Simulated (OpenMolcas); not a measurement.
3d5 along the 23-electron sequence

```yaml
Program: OpenMolcas 26.06
Method: MS-RASPT2, IPEA 0.25 Eh, imaginary shift 0.1 Eh
Basis: ANO-RCC-VQZP
Scalar_Hamiltonian: DKH2, point nucleus
Spin-orbit_coupling: RASSI with atomic mean-field integrals over the reference wave functions, term energies averaged over their components
```

Active space for each ion: 11 electrons in 8 orbitals (RAS1 3p, at most 2 holes; RAS2 3d); closed shells correlated by CASPT2: 3s.

Computed levels in cm-1 above 6S 5/2:

```csv
Level,Fe3+,Co4+,Ni5+,Cu6+
4G 5/2,33050,38350,42860,47520
4G 7/2,33080,38400,42940,47650
4G 11/2,33090,38410,42960,47680
4G 9/2,33100,38430,42990,47730
4P 5/2,36630,42420,47380,52410
4P 3/2,36700,42540,47570,52700
4P 1/2,36780,42670,47790,53030
4D 7/2,40100,46370,51780,57380
4D 1/2,40170,46500,52000,57730
weight of 6S in the lowest level (%),100,100,100,100
```

Measured, with the error of the calculation in %. Measured levels: Fe3+ from Corliss and Sugar, J. Phys. Chem. Ref. Data 11, 135 (1982); Co4+ from Sugar and Corliss, J. Phys. Chem. Ref. Data 10, 1097 (1981); Ni5+ from Corliss and Sugar, J. Phys. Chem. Ref. Data 10, 197 (1981); Cu6+ from the list in Gamrath, thesis, University of Mons (2023).

```tsv
Level	Fe3+	Co4+	Ni5+	Cu6+
4G 11/2	32246 (+2.6)	37218 (+3.2)	41921 (+2.5)	
4P 5/2	35254 (+3.9)	40753 (+4.1)	45884 (+3.3)	50732 (+3.3)
4P 3/2	35333 (+3.9)	40891 (+4.0)	46104 (+3.2)	51067 (+3.2)
4P 1/2	35407 (+3.9)	41024 (+4.0)	46325 (+3.2)	51407 (+3.2)
4D 7/2	38779 (+3.4)	44709 (+3.7)	50331 (+2.9)	55742 (+2.9)
4D 1/2	38897 (+3.3)	44908 (+3.5)		56210 (+2.7)
```

4G 5/2 changes by a factor of 1.44 over the same range, with steps per unit of Z of +5300, +4510, +4660 cm-1.

CASPT2 does not keep the components of a term degenerate, so their means are used; among the terms shown or strongly mixed into the levels shown the widest spread is 400 cm-1 (3d5 4G, Fe3+). Active for correlation alone: 3p; no level in the range computed is led by a configuration that opens it, so any true level of that kind is missing. Computed and measured levels are paired by configuration, term and J; levels that our copy of the source lacks, or whose pairing is in doubt (as where it misses far off the trend of its configuration), stay unpaired and out of the deviations. Levels of configurations outside the active space are missing.
